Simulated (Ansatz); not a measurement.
Computed with Ansatz on PBE0-D4/def2-TZVP structures; ΔE is electronic, products minus reactants. CCSD(T)/CBS is the MP2 limit (def2-TZVPP, def2-QZVPP) plus CCSD(T) − MP2 in def2-TZVPP, frozen cores. This one scheme is used for every species. Functionals use def2-TZVPP. B3LYP here is the variant with VWN-RPA as its local correlation; programs differ in this. Each species was taken in one conformer, which may not be the lowest.

Reaction (ligand exchange at the Si–S bond): `F[SiH](F)O[SiH2]S` + H–F → `F[SiH2]O[SiH](F)F` + H₂S

| level | ΔE (kJ/mol) | difference from CCSD(T)/CBS |
| --- | --- | --- |
| PBE-D4 | -73.5 | 12.3 |
| r2SCAN-D4 | -87.3 | -1.5 |
| PBE0-D4 | -75.8 | 10.0 |
| B3LYP-D4 | -89.3 | -3.5 |
| ωB97X-V | -89.5 | -3.7 |
| ωB97M-V | -89.1 | -3.3 |
| B2PLYP | -94.3 | -8.5 |
| PBE | -78.2 | 7.6 |
| r2SCAN | -88.6 | -2.8 |
| PBE0 | -79.9 | 5.9 |
| B3LYP | -96.8 | -11.0 |
| HF/def2-TZVPP | -110.3 | -24.5 |
| MP2/def2-TZVPP | -85.1 | 0.7 |
| SCS-MP2/def2-TZVPP | -92.7 | -6.9 |
| CCSD/def2-TZVPP | -92.9 | -7.1 |
| CCSD(T)/def2-TZVPP | -89.1 | -3.3 |
| HF/def2-QZVPP | -112.8 | -27.0 |
| MP2/def2-QZVPP | -84.0 | 1.8 |
| SCS-MP2/def2-QZVPP | -91.5 | -5.7 |
| HF/CBS(def2) | -113.1 | -27.3 |
| MP2/CBS(def2) | -81.7 | 4.1 |
| CCSD/CBS(def2) | -89.6 | -3.8 |
| CCSD(T)/CBS | -85.8 | 0 |

Largest T1 diagnostic among the species: 0.012.

The D4 term adds +7.5 kJ/mol with B3LYP and +4.2 kJ/mol with PBE0; it sums over pairs of atoms, weighted by their polarisabilities, and B3LYP, whose exchange is more repulsive, gets the larger term. In def2-TZVPP, CCSD(T) changes the Hartree–Fock value by +21.2 kJ/mol (the triples alone add +3.8 kJ/mol) and MP2 by +25.2 kJ/mol.
